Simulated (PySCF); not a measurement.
## Orbital picture of PbH

HSE06 at R = 1.861 Å; H def2-SVP, Pb def2-SVP with ECP60; scalar-relativistic core potentials (PySCF 2.14). State: ²Π (doublet), unpaired electrons π ↑. Only the outer orbitals are listed, counted within each symmetry, core potentials removing the inner ones.

| spin | orbital | occ. | ε (eV) | on H (%) | main shells (%) |
| --- | --- | --- | --- | --- | --- |
| α | 1δ | 1 | -23.16 | 0 | 100 Pb d |
| α | 1δ | 1 | -23.07 | 0 | 100 Pb d |
| α | 2π | 1 | -22.98 | 0 | 100 Pb d |
| α | 3σ | 1 | -22.77 | 1 | 100 Pb d |
| α | 2π | 1 | -22.69 | 0 | 100 Pb d |
| α | 4σ | 1 | -13.51 | 9 | 90 Pb s, 9 H s |
| α | 5σ | 1 | -6.78 | 46 | 46 H s, 45 Pb p |
| α | 3π | 1 | -4.29 | 0 | 100 Pb p |
| α | 3π | 0 | -3.35 | 0 | 100 Pb p |
| α | 6σ | 0 | 0.52 | 37 | 61 Pb p, 37 H s |
| α | 7σ | 0 | 4.40 | -6 | 94 Pb s |
| β | 1δ | 1 | -23.11 | 0 | 100 Pb d |
| β | 2π | 1 | -22.96 | 0 | 100 Pb d |
| β | 1δ | 1 | -22.92 | 0 | 100 Pb d |
| β | 3σ | 1 | -22.62 | 0 | 99 Pb d |
| β | 2π | 1 | -22.53 | 0 | 100 Pb d |
| β | 4σ | 1 | -12.86 | 11 | 88 Pb s, 11 H s |
| β | 5σ | 1 | -6.63 | 48 | 48 H s, 41 Pb p, 10 Pb s |
| β | 3π | 0 | -3.01 | 0 | 100 Pb p |
| β | 3π | 0 | -2.25 | 0 | 100 Pb p |
| β | 6σ | 0 | 0.74 | 33 | 64 Pb p, 33 H s |

Which are the highest filled and the lowest empty level, where do they sit, and how wide is the gap?

Highest filled α 3π at -4.29 eV (in %: 100 Pb p); lowest empty α 3π at -3.35 eV (in %: 100 Pb p); the gap at HSE06 is 0.94 eV. Both belong to one degenerate shell, split only by its one-sided filling, so this is no excitation gap.

- bond order (Mayer): 0.96
- ⟨S²⟩: 0.752
- charge on H (Mulliken, basis-dependent): -0.15
- charge on H (Löwdin, basis-dependent): -0.13
- dipole moment (positive dipole means H(−)Pb(+)): 0.99 D

Shares are Mulliken populations and can fall outside 0 to 100 %.

Spin–orbit coupling is left out, which matters for elements this heavy, above all for dissociation energies. The state is the lowest determinant that a PBE0 search found; another state may lie lower at other levels.
